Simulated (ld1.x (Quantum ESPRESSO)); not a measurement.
# hafnium: excitation energies, all-electron against TM

* Element: hafnium (Hf)
* Generator: ld1.x (Quantum ESPRESSO) 7.5
* Type: norm-conserving Troullier–Martins (Kleinman–Bylander form)
* Functional: PBE
* Relativity: scalar-relativistic
* Frozen core: [Kr] 4d10 4f14 5s2
* Valence charge: 10
* Reference configuration: 5p6 5d2 6s2 6p0
* Partial waves: 5p (bound): rc 2.30 bohr; 5d (bound): rc 2.70 bohr; 6s (bound): rc 2.25 bohr
* Local potential: the s channel
* Core correction: none

Energies are relative to the spin-unpolarised reference configuration 5p6 5d2 6s2 6p0; without spin polarisation the order of configurations can differ from experiment. The frozen-core shift is the all-electron ΔE with the core orbitals held at their reference shape minus the fully relaxed ΔE.

| valence configuration | charge | ΔE all-electron (eV) | error AE − PS (meV) | frozen-core shift (meV) |
| --- | --- | --- | --- | --- |
| 5p6 5d2 6s1 6p0 | +1 | 7.976 | -0.3 | +3.6 |
| 5p6 5d2 6s0 6p0 | +2 | 22.156 | +15 | +13 |
| 5p6 5d1 6s0 6p0 | +3 | 43.950 | +26 | +86 |
| 5p6 5d2.5 6s1.5 6p0 | 0 | 1.255 | -4.5 | +3.6 |
| 5p5 5d2 6s2 6p0 | +1 | 41.021 | -297 | +221 |

Task: What are ΔE and the potential's error for 5p6 5d2 6s0 6p2?

Result: ΔE = 7.862 eV all-electron; the error (AE − PS) is -835 meV.

Task: What are ΔE and the potential's error for 5p6 5d2 6s1.5 6p0?

Result: ΔE = 3.254 eV all-electron; the error (AE − PS) is -0.9 meV.

Levels in the configuration 5p6 5d2 6s0 6p2:

```csv
level,all-electron (eV),pseudo (eV)
5p,-38.404,-39.140
5d,-4.953,-5.560
6p,-2.629,-2.520
```
